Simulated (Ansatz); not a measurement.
Potential energy curve for MgH, doublet.

Levels: UKS-PBE = unrestricted PBE/aug-cc-pVQZ (Ansatz, a first-principles code); UKS-PBE0 = unrestricted PBE0/aug-cc-pVQZ in Ansatz; FCI = full CI/aug-cc-pVQZ, frozen core (Ansatz).

Energies relative to the lowest point of each curve near equilibrium, in kcal/mol; the last columns give the error against full CI:

```tsv
R / Å	UKS-PBE	UKS-PBE0	FCI	UKS-PBE − FCI	UKS-PBE0 − FCI
1.30	32.0	31.8	33.1	-1.1	-1.3
1.40	16.7	16.4	17.1	-0.4	-0.7
1.47	9.7	9.4	9.8	-0.1	-0.4
1.59	2.7	2.5	2.6	0.1	-0.2
1.65	1.0	0.8	0.9	0.1	-0.1
1.70	0.2	0.2	0.2	0.1	0.0
1.74	0.0	0.0	0.0	0.0	0.0
1.79	0.1	0.2	0.2	-0.1	0.0
1.84	0.5	0.8	0.7	-0.2	0.0
1.90	1.5	1.8	1.8	-0.4	0.0
2.00	3.6	4.3	4.3	-0.7	0.0
2.17	8.4	9.5	9.7	-1.3	-0.2
2.40	15.2	16.9	17.4	-2.1	-0.5
2.65	21.6	23.5	24.3	-2.6	-0.8
2.90	26.3	28.0	28.7	-2.3	-0.7
3.13	29.2	30.5	30.8	-1.6	-0.3
3.46	31.3	32.1	32.0	-0.7	0.1
3.83	32.1	32.6	32.4	-0.3	0.2
4.22	32.3	32.7	32.6	-0.3	0.1
4.75	32.4	32.8	32.7	-0.3	0.1
5.27	32.4	32.8	32.7	-0.3	0.1
6.02	32.4	32.8	32.8	-0.3	0.1
6.91	32.4	32.9	32.8	-0.3	0.1
```

UKS-PBE is furthest from FCI at 2.65 (-2.6 kcal/mol, below); its mean absolute error over the points is 0.7 kcal/mol.

UKS-PBE0 is furthest from FCI at 1.30 (-1.3 kcal/mol, below); its mean absolute error over the points is 0.3 kcal/mol.
